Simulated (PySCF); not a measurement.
C3H7BF2O, SMILES CC[C@@H](F)B(O)F.

Coordinates come from a B3LYP-D3(BJ)/def2-SVP optimisation. The structure was generated by enumeration; whether it is a known compound was not checked. The values are those of a single conformer.

All values below come from TDA-PBE/def2-SVPD (PySCF 2.14.0).

Vertical excitations. The molecule is in vacuum.

```json
[
 {"state": "S1", "energy (eV)": "6.37", "λ (nm)": "195", "f": "0.006", "main pairs": "HOMO→LUMO 95 %"},
 {"state": "S2", "energy (eV)": "6.81", "λ (nm)": "182", "f": "0.013", "main pairs": "HOMO→LUMO+1 94 %"},
 {"state": "S3", "energy (eV)": "7.06", "λ (nm)": "176", "f": "0.008", "main pairs": "HOMO−1→LUMO 97 %"},
 {"state": "S4", "energy (eV)": "7.40", "λ (nm)": "167", "f": "0.025", "main pairs": "HOMO−1→LUMO+1 95 %"},
 {"state": "S5", "energy (eV)": "7.68", "λ (nm)": "161", "f": "0.004", "main pairs": "HOMO→LUMO+2 93 %"},
 {"state": "S6", "energy (eV)": "7.72", "λ (nm)": "161", "f": "0.004", "main pairs": "HOMO−2→LUMO 94 %"},
 {"state": "T1", "energy (eV)": "6.14", "λ (nm)": "202", "f": "0", "main pairs": "HOMO→LUMO 60 %, HOMO→LUMO+1 39 %"},
 {"state": "T2", "energy (eV)": "6.35", "λ (nm)": "195", "f": "0", "main pairs": "HOMO→LUMO+1 60 %, HOMO→LUMO 39 %"}
]
```
Triplets are in the Tamm–Dancoff approximation.
